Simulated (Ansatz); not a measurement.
LaCu4, relaxed as a quartet with UKS r2SCAN-D4/def2-SVP in Ansatz, starting from the r2SCAN-D4/def2-SVP geometry of the neutral doublet. Force threshold 0.02 eV/Å.

In the def2 sets La takes a core potential; there is no spin–orbit coupling. At r2SCAN-D4/def2-SVP a doublet of charge 0 lies 0.39 eV below the quartet, each at its own geometry. The structure comes from a short search, and lower isomers may exist.

Start:

Cartesian coordinates in Å:
```
La 0.429 -0.999 -1.423
Cu -1.356 0.423 0.173
Cu 0.323 1.712 -0.856
Cu -0.418 -1.492 1.170
Cu 1.021 0.356 0.936
```

| step | energy (eV) | largest force component (eV/Å) | SCF passes |
| --- | --- | --- | --- |
| 1 | -179397.5677 | 0.713 | 85 |
| 2 | -179397.6215 | 0.429 | 39 |
| 3 | -179397.6521 | 0.136 | 34 |
| 4 | -179397.6535 | 0.035 | 30 |
| 5 | -179397.6537 | 0.002 | 31 |

Force components are those of the run's own axes.

End:

```tsv
atom	x (Å)	y (Å)	z (Å)
La1	0.4463	-1.0381	-1.4795
Cu2	-1.2882	0.4413	0.2272
Cu3	0.3337	1.7554	-0.8853
Cu4	-0.4274	-1.5376	1.1957
Cu5	0.9355	0.3789	0.9418
```

By distances, no bond broke or formed. The bond that changes most is Cu2–Cu5, from 2.50 to 2.34 Å (atoms count from 1).

No frequencies were taken in this run, so the end may be a saddle point.

It took 80 s on 4 threads of Arm Neoverse V1 on a shared host.
